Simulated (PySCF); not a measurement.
Structure from NMR data

An unknown has the formula C$_{7}$H$_{10}$O$_{2}$Si. Its calculated NMR data are:

$^{1}$H NMR (300 MHz, computed): δ 5.69 (br s, 1H), 2.14 (m, 1H), 2.06 (s, 3H), 1.35 (m, 1H), 1.23 (m, 1H), 0.54 (s, 3H).

$^{13}$C{$^{1}$H} NMR (computed): δ 181.6 (C), 111.7 (C), 82.4 (C), 19.6 (CH), 10.2 (CH2), 5.8 (CH3), -8.9 (CH3).

In vacuum, one computed conformer, no relativistic terms, equivalent nuclei averaged. GFN2-xTB geometry; shielding tensors at PBE0/pcSseg-1 (GIAO); PySCF 2.14.0 with density-fitted response routines.

Shifts are taken against calculated references (same method and geometry level): $^{1}$H (σ = 31.72 ppm) and $^{13}$C (σ = 186.93 ppm) vs TMS.

Q: Which of these isomers gave the spectra?
A. CC#C[Si@@]1(C)C[C@@H]1C(=O)O
B. O=C1CC=C[Si@]12CCOC2
C. O=CC1=CC(CO[SiH3])=CC1

A: A. 

1. Rings plus π bonds: 4 (1 ring in the answer).
2. 7 carbon signals for 7 carbons: no two carbons are equivalent.
3. Carbon types of the structure: 3 × C, 1 × CH, 1 × CH2, 2 × CH3, leaving 1 H on heteroatoms.
4. δC 181.6: carboxylic acid carbon; it is a carbonyl in resonance with an O or N lone pair, the region of acids, esters and amides.
5. δC 111.7, 82.4: alkyne carbon.
6. δC 19.6, 10.2: three-membered-ring carbon; carbons of three-membered rings are unusually shielded.
7. δC -8.9: methyl carbon bonded to Si; an electropositive neighbour leaves it electron-rich and shielded.
8. δH 0.54: hydrogen on a methyl carbon bonded to Si; an electropositive neighbour shields it, as in TMS itself.

The others: O=CC1=CC(CO[SiH3])=CC1 would give 6 signals for carbon-bound and other non-exchanging H, not 5; O=C1CC=C[Si@]12CCOC2 would give 10 signals for carbon-bound and other non-exchanging H, not 5.

The OH or NH signal is concentration- and solvent-dependent in practice; the value given is the gas-phase one. Shifts are as computed. Against solution values, carbons near 30 ppm lie about +3 ppm off and those near 130 ppm about +5 ppm. Of 1309 compounds with measured shifts, 239 miss one by over three times the rms of a fit or turn the order of signals round; such compounds aren't used in these exercises. Hydrogen bonding in solution deshields acid and N–H amide carbonyl carbons by as much as 10 ppm beyond these values. Multiplicities follow the n + 1 count of equivalent neighbours, as no J values were calculated; m marks all less simple cases, F and P coupling included.
